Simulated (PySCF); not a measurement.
C2H4F2Si, SMILES C(F)(=C)[SiH2]F. The structure is a stationary point at PBE-D3(BJ)/def2-SVP. The structure was generated by enumeration, and PubChem lists no compound with its InChIKey, so it may never have been made. Other conformers were not sampled.

### Question
Give the equilibrium geometry at PBE-D3(BJ)/def2-SVP (PySCF confirms it by a frequency run) as bond lengths and angles, and its point group. (An estimate is asked for; the answer gives what the named calculation found.)

### Answer
This is not unique; one that fits is point group Cs.
Atoms: C1 C2 F3 Si4 F5 H6 H7 H8 H9. Bond lengths (Å): C1–C2 1.342, C1–H6 1.099, C1–H7 1.102, C2–F3 1.361, C2–Si4 1.886, Si4–F5 1.641, Si4–H8 1.499, Si4–H9 1.499. Bond angles (°): C2–C1–H6 119.1, C2–C1–H7 121.7, H6–C1–H7 119.3, C1–C2–F3 121.0, C1–C2–Si4 125.7, F3–C2–Si4 113.3, C2–Si4–F5 106.5, C2–Si4–H8 110.7, C2–Si4–H9 110.7, F5–Si4–H8 109.1, F5–Si4–H9 109.1, H8–Si4–H9 110.6.
